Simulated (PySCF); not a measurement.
An unknown gives this computed stick spectrum. The calculation used TDDFT CAM-B3LYP/def2-SVPD, vertical, gas phase, core orbitals frozen in the response (PySCF). Geometries: PBE0-D3(BJ)/def2-SVP, one conformer each.

```json
{"state": "S1", "E (eV)": "7.97", "f": "0.018"}
{"state": "S2", "E (eV)": "8.09", "f": "0.0003"}
{"state": "S3", "E (eV)": "8.38", "f": "0.029"}
{"state": "S4", "E (eV)": "8.55", "f": "0.017"}
{"state": "S5", "E (eV)": "8.70", "f": "0.030"}
{"state": "S6", "E (eV)": "8.89", "f": "0.029"}
{"state": "S7", "E (eV)": "9.15", "f": "0.0081"}
{"state": "S8", "E (eV)": "9.18", "f": "0.012"}
{"state": "S9", "E (eV)": "9.26", "f": "0.054"}
{"state": "S10", "E (eV)": "9.35", "f": "0.044"}
```

**Question.** Which structure fits?
A. `C[C@@H]1CC2(CC2)[C@@H]1B(O)O`
B. `B([C@@H]1CC[C@H]2C[C@@H]1C2)(O)O`
C. `FC(F)(F)C[C@H]1CCOBO1`
D. `OB(O)[C@H]1[C@@H]2CCCC[C@@H]21`

**Answer.** C. Its S1, at 7.97 eV, is the highest among the candidates; the nearest of the others has S1 at 7.43 eV. S1 is HOMO→LUMO (66%), HOMO→LUMO+1 (22%). Löwdin shares by element: HOMO oxygen 64%, carbon 15% or more (atoms not listed hold the other 21%); LUMO boron 26%, carbon 18% or more, hydrogen 9% or more (atoms not listed hold the other 47%). At the same level the other candidates give, for their lowest levels:
- `OB(O)[C@@H]1CC[C@H]2C[C@@H]1C2`: 7.43 eV (f 0.027); 7.63 eV (f 0.004); 7.84 eV (f 0.002); 7.95 eV (f 0.005); 8.11 eV (f 0.006); T1 7.20 eV; HOMO -9.31, LUMO 0.69 eV
- `OB(O)[C@H]1[C@@H]2CCCC[C@@H]21`: 7.17 eV (f 0.014); 7.20 eV (f 0.002); 7.60 eV (f 0.004); 7.73 eV (f 0.024); 7.79 eV (f 0.007); T1 7.09 eV; HOMO -8.89, LUMO 0.65 eV
- `C[C@@H]1CC2(CC2)[C@@H]1B(O)O`: 7.09 eV (f 0.028); 7.39 eV (f 0.000); 7.58 eV (f 0.004); 7.73 eV (f 0.026); 7.78 eV (f 0.009); T1 6.97 eV; HOMO -8.75, LUMO 0.64 eV
Triplets come from the Tamm–Dancoff approximation.

Without π bonds the low states are Rydberg-like; a valence basis with one diffuse set may place them up to an eV too high.
